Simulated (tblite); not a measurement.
A geometry optimisation, step by step.

CH11N3O2Si3.
Atom-mapped SMILES: `[NH2:1][SiH:2]([NH2:3])[N:4]([SiH3:5])[SiH2:6][O:7][CH:8]=[O:9]` (hydrogens: H10, H11 on N1; H12 on Si2; H13, H14 on N3; H15, H16, H17 on Si5; H18, H19 on Si6; H20 on C8)

Computed with GFN2-xTB (tblite), gas phase: L-BFGS steps from a force-field or distance-geometry start until the largest atomic force falls under 0.01 eV/Å. 3 of its 189 geometries are shown.

Step 0: E = -815.1784 eV, largest atomic force 4.899 eV/Å
```
atom  x, y, z in Å  |  force x, y, z in eV/Å
N1     -2.009    2.050    0.036   -1.223  -1.200  -0.031
Si2    -1.619    0.391   -0.543   -0.702   1.008   1.003
N3     -3.022   -0.644   -0.219    0.639  -0.318  -0.400
N4     -0.171   -0.071    0.378    0.280  -0.718  -1.340
Si5     0.122   -1.824    0.468    0.298   0.331   0.537
Si6     1.259    0.892    0.049    0.459   0.356   0.856
O7      2.396    0.155   -1.028    2.109  -0.062   0.629
C8      3.750    0.015   -0.724   -1.752   2.186   4.019
O9      4.201    0.425    0.367   -1.087  -1.405  -3.667
H10    -2.841    1.982    0.691    1.344   0.413  -1.112
H11    -2.261    2.660   -0.756    0.064  -0.405   0.839
H12    -1.393    0.493   -1.981   -0.023  -0.214  -0.069
H13    -3.189   -1.372   -0.949    0.178   0.759   1.247
H14    -3.064   -1.028    0.740   -0.003   0.155  -1.088
H15    -1.072   -2.546    0.006    0.154   0.025   0.029
H16     0.405   -2.137    1.890   -0.146   0.119  -0.284
H17     1.296   -2.248   -0.318   -0.249   0.016   0.002
H18     1.972    1.035    1.351   -0.398  -0.159  -0.475
H19     0.851    2.243   -0.421    0.303  -0.695  -0.180
H20     4.384   -0.463   -1.452   -0.246  -0.192  -0.516
```

Step 94: E = -816.3519 eV, largest atomic force 0.049 eV/Å
```
atom  x, y, z in Å  |  force x, y, z in eV/Å
N1     -1.950    1.770    0.334   -0.001   0.011  -0.018
Si2    -1.719    0.337   -0.591   -0.006  -0.001   0.006
N3     -3.063   -0.646   -0.162    0.032  -0.009   0.013
N4     -0.110   -0.247   -0.188   -0.001   0.001  -0.007
Si5     0.190   -1.894    0.296   -0.002  -0.016  -0.014
Si6     1.161    0.908   -0.134   -0.020   0.019  -0.040
O7      2.439    0.141   -0.874    0.001  -0.010   0.008
C8      3.688    0.160   -0.510    0.005  -0.006   0.015
O9      4.143    0.705    0.451    0.013   0.015  -0.003
H10    -2.834    2.239    0.217   -0.014  -0.008   0.022
H11    -1.204    2.445    0.329   -0.004   0.005   0.013
H12    -1.771    0.436   -2.053    0.000   0.000  -0.015
H13    -3.087   -1.583   -0.528   -0.011   0.027   0.010
H14    -3.343   -0.655    0.806    0.013   0.001  -0.009
H15    -0.923   -2.688   -0.226   -0.025  -0.027  -0.005
H16     0.236   -1.984    1.761    0.004   0.000  -0.011
H17     1.436   -2.378   -0.299    0.002   0.017   0.021
H18     1.483    1.335    1.222    0.009  -0.012   0.008
H19     0.913    2.028   -1.040    0.002  -0.011  -0.005
H20     4.310   -0.417   -1.223    0.004   0.003   0.012
```

Step 188: E = -816.4169 eV, largest atomic force 0.009 eV/Å
```
atom  x, y, z in Å  |  force x, y, z in eV/Å
N1     -1.785    1.778    0.447    0.000   0.000   0.002
Si2    -1.695    0.361   -0.523    0.001   0.000  -0.001
N3     -3.045   -0.566    0.002    0.000  -0.002   0.005
N4     -0.107   -0.343   -0.257    0.006   0.003  -0.005
Si5     0.052   -2.049    0.072   -0.005   0.000  -0.003
Si6     1.187    0.778   -0.204    0.006   0.001  -0.002
O7      2.541   -0.195   -0.339   -0.002  -0.002  -0.002
C8      3.712    0.366   -0.388    0.000  -0.003  -0.007
O9      3.926    1.542   -0.346    0.002   0.007   0.006
H10    -2.682    2.234    0.488   -0.001   0.003  -0.006
H11    -1.056    2.462    0.347    0.004   0.006  -0.001
H12    -1.848    0.508   -1.974   -0.008  -0.002  -0.002
H13    -3.162   -1.482   -0.398    0.000  -0.001   0.000
H14    -3.215   -0.609    0.994    0.003   0.000   0.001
H15    -0.937   -2.726   -0.776   -0.001  -0.007   0.000
H16    -0.261   -2.298    1.486    0.001  -0.008   0.004
H17     1.390   -2.519   -0.263   -0.006  -0.001  -0.001
H18     1.312    1.496    1.064   -0.003  -0.001   0.001
H19     1.149    1.661   -1.366    0.005   0.000   0.005
H20     4.516   -0.389   -0.479   -0.001   0.006   0.003
```

Q: Summarise the path.

A: The energy falls by 1.2385 eV from step 0 to step 188; nine tenths of that is first reached at step 56. It rises by more than 0.2 meV at step 118. The largest force goes from 4.899 to 0.009 eV/Å. Among the bonds O7–C8 changes most, from 1.394 to 1.299 Å; the atoms move by 0.769 Å rms after alignment.

Q: Follow the three bonds and two angles with the largest change from start to end.

A: 
| step | E above end (eV) | largest force (eV/Å) | O7–C8 (Å) | N1–Si2 (Å) | Si6–O7 (Å) | N4–Si6–O7 (°) | N1–Si2–H12 (°) |
| --- | --- | --- | --- | --- | --- | --- | --- |
| 0 | 1.2385 | 4.899 | 1.394 | 1.800 | 1.731 | 114.7 | 106.6 |
| 8 | 0.3641 | 0.379 | 1.301 | 1.737 | 1.670 | 107.1 | 109.8 |
| 16 | 0.2673 | 0.273 | 1.300 | 1.732 | 1.671 | 104.4 | 111.5 |
| 25 | 0.2307 | 0.076 | 1.301 | 1.729 | 1.668 | 102.4 | 112.2 |
| 33 | 0.2193 | 0.090 | 1.302 | 1.725 | 1.667 | 103.1 | 112.4 |
| 41 | 0.1990 | 0.341 | 1.305 | 1.726 | 1.675 | 104.6 | 114.8 |
| 49 | 0.1649 | 0.326 | 1.304 | 1.719 | 1.671 | 106.6 | 118.1 |
| 57 | 0.1191 | 0.196 | 1.302 | 1.725 | 1.669 | 103.7 | 118.0 |
| 65 | 0.0915 | 0.233 | 1.301 | 1.722 | 1.664 | 104.8 | 117.7 |
| 74 | 0.0766 | 0.088 | 1.302 | 1.722 | 1.665 | 105.4 | 118.8 |
| 82 | 0.0709 | 0.072 | 1.302 | 1.721 | 1.664 | 104.8 | 118.7 |
| 90 | 0.0666 | 0.069 | 1.302 | 1.722 | 1.666 | 104.5 | 118.3 |
| 98 | 0.0630 | 0.058 | 1.301 | 1.721 | 1.664 | 103.6 | 118.3 |
| 106 | 0.0586 | 0.112 | 1.301 | 1.720 | 1.665 | 103.7 | 118.5 |
| 114 | 0.0539 | 0.096 | 1.301 | 1.722 | 1.666 | 103.9 | 118.5 |
| 123 | 0.0429 | 0.071 | 1.302 | 1.720 | 1.667 | 103.3 | 118.1 |
| 131 | 0.0348 | 0.074 | 1.302 | 1.719 | 1.669 | 103.3 | 118.0 |
| 139 | 0.0255 | 0.144 | 1.300 | 1.718 | 1.671 | 103.0 | 119.0 |
| 147 | 0.0178 | 0.209 | 1.300 | 1.718 | 1.669 | 103.3 | 118.9 |
| 155 | 0.0099 | 0.059 | 1.300 | 1.721 | 1.671 | 103.6 | 117.8 |
| 163 | 0.0057 | 0.056 | 1.300 | 1.719 | 1.672 | 103.5 | 117.2 |
| 172 | 0.0017 | 0.034 | 1.299 | 1.721 | 1.674 | 103.5 | 117.7 |
| 180 | 0.0007 | 0.022 | 1.300 | 1.720 | 1.673 | 103.1 | 118.0 |
| 188 | 0.0000 | 0.009 | 1.299 | 1.720 | 1.673 | 103.2 | 118.0 |

The cost below is that of the whole relaxation. Time: 2.1 s wall. Hardware: an Arm Neoverse V1 with one thread, shared host.
